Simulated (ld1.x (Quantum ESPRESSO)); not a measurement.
## u(r) = r·R(r): atom against pseudo-atom (arsenic (As))

Columns: radius, all-electron u(r) and pseudo u(r) of the 3d shell (level -62.25 eV) of arsenic in the configuration [Ar] 3d10 4s2 4p1; LDA (PZ), scalar-relativistic, ultrasoft scheme, ld1.x (Quantum ESPRESSO) 7.5.

```
r (bohr)  all-electron  pseudo
   0.072        0.0931  0.0056
   0.145        0.3881  0.0431
   0.217        0.7135  0.1325
   0.290        0.9708  0.2793
   0.362        1.1262  0.4636
   0.435        1.1954  0.6603
   0.507        1.1991  0.8298
   0.580        1.1599  0.9483
   0.652        1.0958  0.9988
   0.725        1.0174  0.9867
   0.798        0.9332  0.9286
   0.870        0.8497  0.8500
   0.942        0.7687  0.7687
   1.015        0.6909  0.6909
   1.088        0.6184  0.6184
   1.160        0.5526  0.5526
   1.232        0.4926  0.4926
   1.305        0.4373  0.4373
   1.378        0.3876  0.3876
   1.450        0.3435  0.3435
   1.522        0.3040  0.3040
   1.595        0.2683  0.2683
   1.668        0.2365  0.2365
   1.740        0.2086  0.2086
   1.812        0.1838  0.1838
   1.885        0.1616  0.1616
```

**Question.** How many radial nodes do the two functions have?

**Answer.** The all-electron 3d function has n − l − 1 = 0; the pseudo-wave has 0.

**Question.** At about which radius was the pseudo-wave matched?

**Answer.** 0.95 bohr. The columns agree to 0.0005 from 0.87 bohr on; several derivatives are matched, so the curves merge somewhat inside the radius.

**Question.** Is the pseudo-wave norm-conserving?

**Answer.** No, it belongs to an ultrasoft set: the norm inside the radius is not constrained, and the difference is carried by the augmentation charge.
